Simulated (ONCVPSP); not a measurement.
**u(r) = r·R(r): atom against pseudo-atom (vanadium)**

Columns: radius, all-electron u(r) and pseudo u(r) of the 3d shell (level -37.07 eV) of vanadium in the configuration [Ne] 3s2 3p6 3d2; PW91, scalar-relativistic, ONCV scheme, ONCVPSP 4.0.1.

```csv
r (bohr),all-electron,pseudo
0.080,0.0265,0.0041
0.160,0.1279,0.0310
0.240,0.2745,0.0968
0.320,0.4297,0.2067
0.400,0.5709,0.3529
0.480,0.6877,0.5183
0.560,0.7776,0.6809
0.640,0.8415,0.8199
0.720,0.8813,0.9206
0.800,0.9005,0.9774
0.880,0.9028,0.9928
0.960,0.8921,0.9756
1.040,0.8715,0.9370
1.120,0.8437,0.8880
1.200,0.8107,0.8364
1.280,0.7744,0.7866
1.360,0.7358,0.7404
1.440,0.6961,0.6972
1.520,0.6561,0.6562
1.600,0.6163,0.6163
1.680,0.5773,0.5772
1.760,0.5393,0.5393
1.840,0.5027,0.5027
1.920,0.4677,0.4676
2.000,0.4343,0.4343
2.080,0.4027,0.4026
```

**Question.** How many radial nodes do the two functions have?

**Answer.** The all-electron 3d function has n − l − 1 = 0; the pseudo-wave has 0.

**Question.** At about which radius was the pseudo-wave matched?

**Answer.** 1.60 bohr, where the columns begin to agree (steps of 0.08 bohr).

**Question.** Is the pseudo-wave norm-conserving?

**Answer.** Yes: the ONCV scheme keeps the norm inside the radius equal to the all-electron one, which fixes the energy derivative of the logarithmic derivative at the level.
